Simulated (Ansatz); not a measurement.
A geometry relaxed with B3LYP-D3(BJ)/def2-TZVP (Ansatz, a first-principles code), charge 0, multiplicity 1:

```xyz
11

H     -1.6096     1.3933    -0.7370
H     -2.0361    -0.9597     0.0907
C     -0.0561    -0.1946    -0.5822
H      3.4853    -0.4784     0.4368
H     -0.2677    -0.5128    -1.5958
C      1.3181    -0.3065    -0.1920
H     -0.4134     1.6431     0.6160
H     -0.8369    -0.6937     1.4381
C      2.4682    -0.3972     0.1432
C     -0.8999     0.9484    -0.0535
C     -1.1519    -0.4419     0.4356
```

Task: Write the SMILES of this molecule.

Result: `C#CC1CC1`
